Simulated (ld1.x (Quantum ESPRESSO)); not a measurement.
tellurium: one change to a TM semilocal potential, before and after

| Quantity | Value |
| --- | --- |
| Element | Te |
| Generator | ld1.x (Quantum ESPRESSO) 7.5 |
| Type | norm-conserving Troullier–Martins (semilocal form) |
| Functional | LDA (PZ) |
| Relativity | scalar-relativistic |
| Frozen core | [Kr] |
| Valence charge | 16 |
| Reference configuration | 4d10 5s2 5p4 |
| Partial waves | 5s (bound): rc 1.85 bohr; 5p (bound): rc 2.10 bohr; 4d (bound): rc 1.30 bohr |
| Local potential | the d channel |
| Core correction | Bessel-smoothed model core, default radius (core density twice the valence density) |

All-electron outer shells of the reference configuration (LDA (PZ), scalar-relativistic, ld1.x):

```json
{"shell": "4s", "level (eV)": "-163.99", "outermost node (bohr)": "0.38", "outermost maximum (bohr)": "0.70"}
{"shell": "4p", "level (eV)": "-114.19", "outermost node (bohr)": "0.38", "outermost maximum (bohr)": "0.74"}
{"shell": "4d", "level (eV)": "-41.70", "outermost node (bohr)": "0.36", "outermost maximum (bohr)": "0.81"}
{"shell": "5s", "level (eV)": "-15.36", "outermost node (bohr)": "0.91", "outermost maximum (bohr)": "1.77"}
{"shell": "5p", "level (eV)": "-6.12", "outermost node (bohr)": "1.00", "outermost maximum (bohr)": "2.17"}
```

Change: all radii but the core radius scaled by about 0.90 (s 1.66, p 1.90, d 1.18 bohr).

Cutoffs: the cutoffs (Ry, on a coarse ladder) from which the occupation-weighted sum of valence levels, in a spherical-Bessel basis at the reference potential, stays within 10 and 1 mRy of its value at 400 Ry; they do not see the model core or the augmentation charge, which bear on the density cutoff. Errors are all-electron minus pseudo energies relative to the spin-unpolarised reference configuration.

Question: Predict the effect on cutoff, ghosts and configuration errors.

Answer: The potential gets neither clearly harder nor softer (110 Ry and 180 Ry → 110 Ry and 180 Ry); the d channel sets the loose cutoff, while the largest relative change is in p, which becomes softer; of the 9 tests that both files solve, the error grows in 2 and shrinks in 4 by more than 15 % and 0.3 meV (median size 6.8 → 6.0 meV); neither file shows a bound ghost. A semilocal file is local in each channel, so a ghost entry of none says nothing of the separable form that plane-wave codes build from it.

| quantity | base | changed |
| --- | --- | --- |
| cutoff, loose | 110 Ry | 110 Ry |
| cutoff, tight | 180 Ry | 180 Ry |
| loose cutoff by channel (10 mRy a level) | s 21 Ry, p 12 Ry, d 90 Ry | s 25 Ry, p 10 Ry, d 90 Ry |
| bound ghosts | none | none |
| error for 4d10 5s2 5p3, meV [ΔE 9.92 eV] | -0.8 | -0.5 |
| error for 4d10 5s2 5p2, meV [ΔE 28.09 eV] | +1.4 | +2.6 |
| error for 4d10 5s2 5p1, meV [ΔE 55.32 eV] | +6.8 | +8.7 |
| error for 4d10 5s0 5p6, meV [ΔE 18.92 eV] | -7.7 | -6.0 |
| error for 4d10 5s2 5p4.3, meV [ΔE -1.52 eV] | +0.5 | +0.5 |
| error for 4d10 5s2 5p0, meV [ΔE 92.23 eV] | +8.9 | +9.0 |
| error for 4d9 5s2 5p4, meV [ΔE 49.31 eV] | -259 | -222 |
| error for 4d10 5s2 5p4 (spin-polarised), meV [ΔE -0.48 eV] | +5.5 | +4.6 |
| error for 4d10 5s2 5p3 (spin-polarised), meV [ΔE 8.60 eV] | +14 | +11 |
